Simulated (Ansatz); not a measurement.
CrP3H9Cl3⁺, that is fac-CrCl3(PH3)3 with one electron fewer. Charge 1, multiplicity 3. Geometry PBE-D4/def2-SVP, that of the neutral quartet.

```xyz
16

Cr    0.263    0.278   -0.860
Cl    2.502    0.060   -1.316
P    -2.026    0.402   -0.133
H    -2.423    1.228    0.973
H    -2.771   -0.773    0.223
H    -2.887    0.928   -1.136
Cl   -0.734   -0.841   -2.598
P     1.160    1.289    1.129
H     2.099    2.319    0.840
H     1.926    0.534    2.080
H     0.324    1.990    2.063
Cl   -0.157    2.481   -1.348
P     0.591   -1.981   -0.101
H     1.210   -2.800   -1.085
H    -0.514   -2.828    0.248
H     1.434   -2.286    1.021
```

At PBE-D4/def2-TZVP, r2SCAN-D4/def2-TZVP, PBE0-D4/def2-TZVP the charge 1 triplet is spin-contaminated (final ⟨S²⟩ up to 2.34, 2.00 for a pure state).

Q: Estimate the α-spin orbital energies around the gap (eV) in Ansatz with PBE-D4/def2-TZVP, r2SCAN-D4/def2-TZVP, PBE0-D4/def2-TZVP.

A: 
```csv
orbital,PBE-D4/def2-TZVP,r2SCAN-D4/def2-TZVP,PBE0-D4/def2-TZVP
HOMO−5,-12.00,-12.39,-13.37
HOMO−4,-11.42,-11.71,-12.73
HOMO−3,-11.10,-11.38,-12.32
HOMO−2,-11.10,-11.38,-12.32
HOMO−1,-10.37,-10.91,-12.16
HOMO,-10.37,-10.91,-12.16
LUMO,-10.10,-10.40,-9.78
LUMO+1,-7.91,-7.97,-7.25
LUMO+2,-7.91,-7.97,-7.25
LUMO+3,-5.54,-5.36,-4.75
LUMO+4,-4.76,-4.51,-3.88
LUMO+5,-4.76,-4.51,-3.88
β HOMO,-11.04,-11.35,-12.28
β LUMO,-9.02,-8.64,-7.45
```
